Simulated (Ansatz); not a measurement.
Species: H₅InN₂, SMILES `[NH2][InH][NH2]` (charge 0, multiplicity 1).

Give a relaxed geometry from r2SCAN-D4/def2-TZVP (Ansatz, a quantum-chemistry and plane-wave program).

This is not unique; one that fits is the end point of this relaxation, one of several conformers (outside a Z-matrix the atoms follow the SMILES, hydrogens last).
Bonded distances (Å): N1–In2 2.026, N1–H4 1.010, N1–H5 1.011, In2–N3 2.026, In2–H6 1.700, N3–H7 1.010, N3–H8 1.011. Angles (°): In2–N1–H4 118.9, In2–N1–H5 118.1, H4–N1–H5 109.0, N1–In2–N3 111.5, N1–In2–H6 124.3, N3–In2–H6 124.3, In2–N3–H7 118.9, In2–N3–H8 118.1, H7–N3–H8 109.0.
